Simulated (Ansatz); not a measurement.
# Worked example: the barrier

An elementary step of SiNH4Cl3, singlet (SiNH₃Cl₂ ([NH2][SiH]([Cl])[Cl]) + HCl → SiHCl₃ ([Cl][SiH]([Cl])[Cl]) + NH₃ (still joined by a long Si–N bond); bonds formed: Si1–Cl7, N2–H6; bonds broken: H6–Cl7; bonds weakened to dative contacts: Si1–N2). “Start” is the structure reached by relaxing down from the saddle towards the reactants; PBE0-D4/def2-TZVP structures. The saddle:

| atom | x (Å) | y (Å) | z (Å) |
| --- | --- | --- | --- |
| Si1 | -0.8227 | -0.3369 | 0.0170 |
| N2 | 0.9397 | 0.0376 | 0.3171 |
| Cl3 | -1.0019 | -1.1403 | -1.8226 |
| Cl4 | -1.1035 | -1.8910 | 1.3503 |
| H5 | -1.7424 | 0.7102 | 0.4445 |
| H6 | 0.9587 | 0.9961 | -0.2866 |
| Cl7 | 0.0488 | 2.1112 | -1.2570 |
| H8 | 1.5623 | -0.6719 | -0.0608 |
| H9 | 1.1610 | 0.1850 | 1.2982 |

Ansatz 0.2.0; basis: def2-TZVPP and def2-QZVPP; cores frozen in the correlated methods.

Energies in eV:

| quantity | saddle | start |
| --- | --- | --- |
| Hartree–Fock, triple zeta (X = 3) | -46923.57491 | -46924.34476 |
| Hartree–Fock, quadruple zeta (X = 4) | -46924.95011 | -46925.71585 |
| MP2 correlation, X = 3 | -25.34548 | -25.11321 |
| MP2 correlation, X = 4 | -27.73331 | -27.44691 |
| CCSD(T) correlation, X = 3 | -28.13371 | -27.95721 |

Problem. Work out the barrier at the basis limit: extrapolate Hartree–Fock as E(X) = E∞ + A exp(−7.88 √X) and the MP2 correlation as E(X) = E∞ + B X^−2.97 (the exponents that Neese and Valeev fitted for def2-TZVPP and QZVPP), then add CCSD(T) − MP2 in triple zeta.

Solution. Each step is linear, so take the differences first (saddle − start): Hartree–Fock 0.76985 (X = 3) and 0.76574 (X = 4); MP2 correlation -0.23227 and -0.28640; CCSD(T) correlation -0.17650.
Two points give E∞ = E(4) + w [E(4) − E(3)], with w = 1/(exp(7.88 (2 − √3)) − 1) = 0.1377 for Hartree–Fock and w = 1/((4/3)^2.97 − 1) = 0.7407 for the correlation.
Hartree–Fock: 0.76574 + 0.1377 × (-0.00411) = 0.7652 eV.
MP2 correlation: -0.28640 + 0.7407 × (-0.05413) = -0.3265 eV.
CCSD(T) − MP2: -0.17650 − (-0.23227) = 0.0558 eV.
Sum: 0.7652 + (-0.3265) + 0.0558 = 0.4945 eV, or 11.40 kcal/mol. Plain CCSD(T) in triple zeta gives 0.5934 eV, so the larger basis shifts the result by -0.0989 eV.

T1 diagnostic: at most 0.010.

Hydrogen chloride, the by-product of chloride precursors, can attack films and sites by steps of this kind.

Labels in which every atom is bracketed show which atoms are joined, not bond orders.

For scale, one of the runs: CCSD(T)/def2-TZVPP, 255 basis functions, launched by `ansatz run in.yaml --threads 8 --pin off --events-out ev --progress --plain --max-ram 19148MiB`. Hardware: 8 CPU threads of an Arm Neoverse V1, shared host. Wall time 2 min; peak host memory 5.2 GiB.
